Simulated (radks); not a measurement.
Spherical quantum dot in the effective-mass picture: electrons in a well V = -V0 / (1 + exp((r - R)/a)) with V0 = 12.8, R = 2.27, a = 0.25, all in effective atomic units (hartree* = m*/eps^2 hartree, bohr* = eps/m* bohr), one dielectric constant everywhere. Calculated with a radial shooting solver with Libxc functionals: non-relativistic Kohn-Sham, PBE, spin-polarised, spherical densities. Levels are named by radial order and angular momentum (1s, 1p, 1d, 2s, ...), and open shells are averaged over m.

N = 4, configuration 1s2 1p(up 2, down 0). This is the lowest configuration that the search found. Occupied and some empty levels:

| level | occupation | eigenvalue (hartree*) | <r> (bohr*) |
|---|---|---|---|
| 1s up | 1 | -9.2515 | 1.164 |
| 1s down | 1 | -9.1186 | 1.148 |
| 1p up | 2 | -8.2964 | 1.363 |
| 1p down | 0 | -8.1360 | 1.361 |
| 1d up | 0 | -7.0647 | 1.508 |
| 1d down | 0 | -6.9006 | 1.512 |
| 2s up | 0 | -6.3784 | 1.238 |
| 2s down | 0 | -6.3067 | 1.245 |
| 1f up | 0 | -5.6194 | 1.628 |
| 1f down | 0 | -5.4629 | 1.634 |

Energy (hartree*): total -40.0785, kinetic 4.9110, external -48.745, Hartree 5.6889, exchange-correlation -1.9336.
